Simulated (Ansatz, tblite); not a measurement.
Spin states of Se₃⁻ (the lowest doublet isomer of a short search), each relaxed with PBE0-D4/def2-TZVPD in Ansatz. Electronic energies in the gas phase.

The xTB rows come from tblite. Correlated methods freeze 27 core orbitals; core or outer-core shells of Se are correlated, in sets that lack core-valence functions. The rows differ in basis, and correlated rows in double-zeta sets carry the largest basis error. The structure comes from a short search, and lower isomers may exist.

Doublet geometry (C2v within 0.1 Å):

```xyz
3

Se    0.831   -1.762    0.040
Se   -0.750    1.591   -0.840
Se   -0.081    0.172    0.800
```

Quartet geometry (D∞h within 0.1 Å):

Cartesian coordinates in Å:
```
Se 0.704 -0.251 2.243
Se -0.704 0.252 -2.242
Se 0.000 -0.001 0.000
```

⟨S²⟩: doublet 0.75 at PBE0-D4/def2-TZVPD (pure 0.75), quartet 3.77 at PBE0-D4/def2-TZVPD (pure 3.75).

Only these spin states were relaxed.

```
                  level  quartet − doublet (kcal/mol)  lowest of these                    remarks
               GFN2-xTB                          43.0          doublet                          –
           HF/def2-SVPD                          31.8          doublet                          –
          HF/def2-TZVPD                          33.0          doublet                          –
      PBE-D4/def2-TZVPD                          31.0          doublet                          –
     BLYP-D4/def2-TZVPD                          29.9          doublet  HOMO above zero (doublet)
   r2SCAN-D4/def2-TZVPD                          30.9          doublet                          –
CAM-B3LYP-D4/def2-TZVPD                          37.0          doublet                          –
          MP2/def2-SVPD                          34.2          doublet                          –
      CCSD(T)/def2-SVPD                          31.8          doublet                          –
```

**Question.** Estimate the rows for GFN1-xTB, HF/STO-3G, B97M-V/def2-TZVPD, PBE0-D4/def2-TZVPD, B2PLYP/def2-TZVPD, RPA@PBE/def2-TZVPD, MP2/def2-TZVPD, CCSD/def2-SVPD.

**Answer.** 
```tsv
level	quartet − doublet (kcal/mol)	lowest of these	remarks
GFN1-xTB	47.8	doublet	–
HF/STO-3G	41.7	doublet	HOMO above zero (doublet), HOMO above zero (quartet)
B97M-V/def2-TZVPD	34.2	doublet	–
PBE0-D4/def2-TZVPD	34.3	doublet	–
B2PLYP/def2-TZVPD	33.4	doublet	–
RPA@PBE/def2-TZVPD	32.7	doublet	–
MP2/def2-TZVPD	38.3	doublet	–
CCSD/def2-SVPD	33.4	doublet	–
```

The xTB methods have no spin-polarisation term.
